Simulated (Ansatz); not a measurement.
C₂H₇GaO₂, SMILES `[CH3][GaH][O]CO`, relaxed with RKS PBE-D4/def2-SVP in the Gaussian-basis code of Ansatz from a rough embedded geometry. The force threshold is 0.03 eV/Å; the program also tests the step.

The species carries charge 0 and has multiplicity 1.

Start:

```xyz
12

C     1.376    0.670    1.270
Ga    1.188   -1.127    0.130
O    -0.454   -1.359   -0.494
C    -1.531   -0.452   -0.635
O    -1.108    0.673   -1.318
H     2.256    1.147    1.873
H     0.732    1.548    0.948
H     0.812    0.014    1.871
H     1.820   -0.425   -0.790
H    -2.383   -0.916   -1.027
H    -1.710   -0.116    0.460
H    -0.999    0.344   -2.287
```

```csv
step,energy (eV),largest force (eV/Å),largest move (Å)
1,-58629.4054,5.347,0.000
2,-58631.3798,3.224,0.194
3,-58632.8444,2.106,0.198
4,-58633.7172,1.178,0.199
5,-58634.0350,0.408,0.200
6,-58634.1137,0.575,0.186
7,-58634.1455,0.351,0.140
8,-58634.1632,0.162,0.051
9,-58634.1709,0.203,0.081
10,-58634.1735,0.053,0.047
11,-58634.1743,0.032,0.038
12,-58634.1748,0.122,0.094
13,-58634.1757,0.076,0.024
14,-58634.1769,0.031,0.037
15,-58634.1775,0.149,0.105
16,-58634.1785,0.062,0.010
17,-58634.1793,0.036,0.050
18,-58634.1797,0.103,0.081
19,-58634.1801,0.035,0.009
20,-58634.1802,0.033,0.005
21,-58634.1804,0.015,0.030
22,-58634.1806,0.029,0.043
23,-58634.1807,0.034,0.033
24,-58634.1808,0.015,0.009
```

End:

```xyz
12

C     1.231    0.757    1.379
Ga    0.972   -0.250   -0.295
O    -0.428   -1.551   -0.273
C    -1.483   -0.727   -0.485
O    -0.964    0.521   -1.140
H     1.981    0.244    2.016
H     1.606    1.779    1.170
H     0.284    0.831    1.947
H     1.959   -0.454   -1.511
H    -2.270   -1.168   -1.146
H    -1.971   -0.322    0.439
H    -0.917    0.340   -2.101
```

Run time 36 s (4 threads of an Arm Neoverse V1 on a shared host); peak host memory 0.19 GiB.
